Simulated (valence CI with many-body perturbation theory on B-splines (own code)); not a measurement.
E1 line list for Cs5+

Computed by valence CI with perturbative core correlation (CI+MBPT): four valence electrons over a frozen Dirac-Fock core [Kr] 4d10, radial functions for each j: 11 s, 11 p, 10 d, 8 f, 5 g, 2 h, with the one-electron correlation potential Σ1 (screened to all orders), the two-electron term Σ2, the three-electron term Σ3, Breit, model QED; selected single and double excitations, second order for the rest, scaled by the run's own slope (own B-spline code, finite nucleus).

Set against measurement, 29 paired levels are off by 360 cm⁻¹ on average, the worst by 760. These come from a selection out of Sansonetti, J. Phys. Chem. Ref. Data 38, 761 (2009). Levels without a partner in it may be off by more, other configurations by several thousand cm⁻¹. Among the levels kept, up to 480 cm⁻¹ of a level comes from second order outside the variational space, and about a tenth of that is noise between levels of different J, which matters for small intervals.

Lines 201 to 250 of 553 in falling wavelength, among levels below 359520 cm⁻¹, chosen from the strongest by gf and those to the six lowest levels. Wavelengths and rates use the calculated energies, so an error of 400 cm⁻¹ moves a line at 681.2 Å by 0.27 % and its rate by three times that or more. Electric multipoles are in the length gauge, E1 and E2 with the static RPA response of the core. Weak lines are less certain than strong ones. Lines between different terms over intervals too small for the method are left out, as are lines whose strength nearly cancels. Where a level lies close to another of its J and parity, the split of strength between their lines is uncertain. The highest levels of a list are the least certain.

Names give the largest LS component (configuration and term), which can be under half, so a name can repeat, a term be missing and a line seem to break the LS rules; names also repeat where a configuration has a term twice. Letters in brackets count levels of one name in rising energy.

| λ vac (Å) | Upper | Lower | A (s⁻¹) | log gf | Branch % |
| --- | --- | --- | --- | --- | --- |
| 687.1 | 5p4 3P_0 | 5s.5p3 3D°_1 | 1.54e+09 | -0.96 | 57.8 |
| 686.9 | 4f.5s.5p2 3D°_1 [c] | 4f.5s2.5p 3D_1 | 2.03e+09 | -0.37 | 18.1 |
| 686.9 | 4f.5s.5p2 1D°_2 | 4f.5s2.5p 3G_3 [a] | 1.96e+09 | -0.16 | 73.4 |
| 685.3 | 5p4 3P_1 | 5s.5p3 3D°_2 | 6.90e+08 | -0.84 | 34.7 |
| 684.5 | 4f.5s.5p2 3D°_2 [c] | 4f.5s2.5p 3D_1 | 3.73e+08 | -0.88 | 3.3 |
| 683.3 | 4f.5s.5p2 3F°_2 [d] | 4f.5s2.5p 3D_2 | 9.24e+08 | -0.49 | 9.3 |
| 681.8 | 5s.5p2.5d 3F_3 [b] | 5s2.5p.5d 3F°_2 | 2.49e+08 | -0.92 | 1.8 |
| 681.2 | 5s2.5p.5d 3F°_2 | 5s2.5p2 1D_2 | 4.32e+08 | -0.82 | 25.4 |
| 680.2 | 4f.5s.5p2 3G°_4 [d] | 4f.5s2.5p 3D_3 | 1.15e+09 | -0.15 | 15.4 |
| 679.9 | 4f.5s.5p2 3P°_2 | 4f.5s2.5p 3F_2 | 3.21e+08 | -0.95 | 14.0 |
| 679.8 | 5s2.5p.6d 3P°_2 | 4f.5s2.5p 1D_2 | 2.78e+08 | -1.02 | 6.7 |
| 679.3 | 5p4 3P_1 | 5s.5p3 3D°_1 | 5.55e+08 | -0.94 | 27.9 |
| 678.7 | 5s.5p2.5d 3D_3 [b] | 5s2.5p.5d 3F°_3 | 2.85e+08 | -0.86 | 1.4 |
| 676.6 | 4f.5s.5p2 3F°_2 [d] | 4f.5s2.5p 3D_3 | 3.96e+08 | -0.87 | 4.0 |
| 676.5 | 5s2.5p.5d 3D°_1 | 5s2.5p2 1S_0 | 2.31e+07 | -2.32 | 0.1 |
| 676.4 | 4f.5s.5p2 3D°_1 [c] | 4f.5s2.5p 3D_2 | 3.38e+09 | -0.16 | 30.2 |
| 675.9 | 5s2.5p.5f 3F_4 | 5s2.5p.5d 3F°_4 | 4.86e+08 | -0.52 | 8.1 |
| 675.6 | 4f.5s.5p2 3D°_3 [a] | 4f.5s2.5p 3G_3 [a] | 1.96e+08 | -1.03 | 12.6 |
| 674.1 | 4f.5s.5p2 3F°_3 [b] | 4f.5s2.5p 3D_3 | 1.50e+09 | -0.15 | 20.4 |
| 672.1 | 4f.5s.5p2 3P°_2 | 4f.5s2.5p 3F_3 | 3.67e+08 | -0.91 | 16.0 |
| 671.7 | 4f.5s.5p2 3G°_5 [c] | 4f.5s2.5p 3G_5 | 6.07e+09 | 0.65 | 57.7 |
| 669.9 | 4f.5s.5p2 3G°_3 [d] | 4f.5s2.5p 3F_2 | 3.48e+09 | 0.21 | 42.7 |
| 669.8 | 4f.5s.5p2 3F°_2 [e] | 4f.5s2.5p 3D_1 | 3.06e+09 | 0.01 | 34.8 |
| 669.4 | 5s.5p2.5d 3D_2 [a] | 5s2.5p.5d 3F°_2 | 8.97e+08 | -0.52 | 5.3 |
| 668.9 | 4f.5s.5p2 3F°_3 [c] | 4f.5s2.5p 3D_2 | 3.19e+09 | 0.18 | 30.8 |
| 667.9 | 4f.5s.5p2 3G°_4 [d] | 4f.5s2.5p 3G_5 | 9.37e+08 | -0.25 | 12.6 |
| 667.5 | 4f.5s.5p2 3D°_2 [c] | 4f.5s2.5p 3D_3 | 3.02e+09 | 0.00 | 26.7 |
| 667.0 | 4f.5s.5p2 3G°_4 [c] | 4f.5s2.5p 3G_4 | 2.83e+09 | 0.23 | 36.3 |
| 664.4 | 4f.5s.5p2 3G°_5 [c] | 4f.5s2.5p 3F_4 | 1.04e+09 | -0.12 | 9.9 |
| 663.4 | 5s2.5p.6d 3F°_3 | 4f.5s2.5p 1G_4 | 1.62e+09 | -0.13 | 31.8 |
| 662.6 | 4f.5s.5p2 3F°_2 [c] | 4f.5s2.5p 3F_2 | 1.04e+09 | -0.47 | 13.0 |
| 662.3 | 4f.5s.5p2 3G°_3 [d] | 4f.5s2.5p 3F_3 | 3.74e+08 | -0.76 | 4.6 |
| 661.0 | 4f.5s.5p2 3G°_4 [c] | 4f.5s2.5p 3F_3 | 3.93e+09 | 0.36 | 50.3 |
| 660.7 | 4f.5s.5p2 3G°_4 [d] | 4f.5s2.5p 3F_4 | 3.68e+09 | 0.34 | 49.4 |
| 659.7 | 4f.5s.5p2 3F°_2 [e] | 4f.5s2.5p 3D_2 | 8.26e+08 | -0.57 | 9.4 |
| 657.7 | 4f.5s.5p2 3P°_2 | 4f.5s2.5p 3G_3 [a] | 7.79e+08 | -0.60 | 33.9 |
| 657.3 | 5s.5p2.5d 3D_1 [b] | 5s2.5p.5d 3F°_2 | 4.75e+08 | -1.03 | 2.0 |
| 656.6 | 5s.5p2.5d 3G_3 | 5s.5p3 1D°_2 | 4.96e+08 | -0.65 | 22.2 |
| 655.3 | 4f.5s.5p2 3D°_3 [b] | 4f.5s2.5p 3G_4 | 7.60e+09 | 0.53 | 74.6 |
| 655.2 | 4f.5s.5p2 3F°_2 [c] | 4f.5s2.5p 3F_3 | 5.33e+08 | -0.77 | 6.7 |
| 654.9 | 4f.5s.5p2 3F°_3 [b] | 4f.5s2.5p 3F_4 | 4.81e+09 | 0.34 | 65.3 |
| 654.3 | 5s.5p2.5d 3F_3 [c] | 5s2.5p.5d 3F°_3 | 1.02e+09 | -0.34 | 6.1 |
| 653.3 | 5s.5p2.5d 1D_2 | 5s2.5p.5d 3D°_1 | 2.82e+09 | -0.04 | 13.7 |
| 652.5 | 5s.5p2.5d 3P_2 [b] | 5s2.5p.5d 3F°_3 | 9.04e+08 | -0.54 | 5.8 |
| 652.4 | 4f.5s.5p2 3G°_4 [d] | 4f.5s2.5p 3G_3 [b] | 1.90e+08 | -0.96 | 2.5 |
| 652.3 | 4f.5s.5p2 1F°_3 [c] | 4f.5s2.5p 3D_2 | 4.05e+08 | -0.74 | 6.4 |
| 651.2 | 4f.5s.5p2 3F°_4 [c] | 4f.5s2.5p 3D_3 | 3.58e+09 | 0.31 | 29.6 |
| 651.1 | 4f.5s.5p2 1P°_1 | 4f.5s2.5p 3F_2 | 8.15e+08 | -0.81 | 39.1 |
| 650.7 | 5s.5p2.5d 1P_1 | 5s2.5p.5d 3F°_2 | 2.25e+09 | -0.37 | 15.7 |
| 649.6 | 4f.5s.5p2 3D°_3 [b] | 4f.5s2.5p 3F_3 | 1.65e+09 | -0.14 | 16.2 |

Q: How does gf follow from A for the line at 676.4 Å?

A: gf = 1.4992 × (2J+1)_upper × A / σ², with σ = 147841 cm⁻¹ and 2J+1 = 3: gf = 0.695.
